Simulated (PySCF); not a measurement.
C₃H₈BFO.
Atom-mapped SMILES: `[BH3-:1][O+:2]1[CH2:3][CH2:4][C@@H:5]1[F:6]` (hydrogens: H7, H8, H9 on B1; H10, H11 on C3; H12, H13 on C4; H14 on C5)

Computed, not measured: PBE0-D3(BJ)/def2-SVP geometry optimisation, gas phase (PySCF 2.14.0).

Question: List the bond lengths, angles and torsions at this level.

Answer: 
| bond | length (pm) | order |
| --- | --- | --- |
| B1–O2 | 162.8 | single |
| O2–C3 | 145.3 | single |
| C3–C4 | 152.8 | single |
| C4–C5 | 152.3 | single |
| C5–F6 | 133.5 | single |
| O2–C5 | 143.3 | single |
| B1–H7 | 122.9 | single |
| B1–H8, B1–H9 | 121.8 | single |
| C3–H10 | 109.7 | single |
| C3–H11 | 109.9 | single |
| C4–H12 | 109.7 | single |
| C4–H13 | 109.6 | single |
| C5–H14 | 110.1 | single |

Bonds in one row agree within 1 pm and their mean is given. Orders are formal, as drawn. A selection of angles:
| angle | degrees |
| --- | --- |
| O2–B1–H7 | 103.4 |
| H7–B1–H8 | 114.5 |
| H7–B1–H9 | 114.7 |
| B1–O2–C3 | 120.8 |
| B1–O2–C5 | 120.8 |
| C3–O2–C5 | 92.1 |
| O2–C3–C4 | 90.0 |
| O2–C3–H10 | 110.5 |
| O2–C3–H11 | 109.4 |
| C4–C3–H10 | 118.4 |
| C4–C3–H11 | 115.5 |
| H10–C3–H11 | 110.9 |
| C3–C4–C5 | 85.8 |
| C3–C4–H12 | 114.5 |
| C3–C4–H13 | 116.8 |
| C5–C4–H12 | 111.3 |
| C5–C4–H13 | 116.0 |
| H12–C4–H13 | 110.5 |
| C4–C5–F6 | 116.0 |
| C4–C5–H14 | 118.2 |
| F6–C5–H14 | 109.5 |
| O2–C5–C4 | 90.9 |
| O2–C5–F6 | 110.8 |
| O2–C5–H14 | 109.8 |

Dihedral angles: B1–O2–C3–C4 136° (anticlinal); O2–C3–C4–C5 -8° (synperiplanar); C3–C4–C5–F6 121° (anticlinal); B1–O2–C5–C4 -136° (anticlinal).

O2 (oxygen bonded to B and 2 C) is pyramidal (angles 120.8°, 120.8° and 92.1°, sum 333.7°, 0.45 Å off the plane of its three neighbours). B1 (four-coordinate boron) is distorted tetrahedral (angles from 103.1° to 115.5°). Of the pairs four or more bonds apart, H7···H11 is among the closest relative to their van der Waals radii: 2.50 Å, 104 % of the sum of Bondi's values. The 4-membered ring O2–C3–C4–C5 has internal angles of 85.8° to 92.1°; it is slightly puckered (a soft mode that the optimisation may not have finished), 0.05 Å rms from its mean plane, widest ring torsion 8°.

Point group: C1 (no symmetry element, even within 0.4 Å). No frequency check. One conformer, not necessarily the lowest.
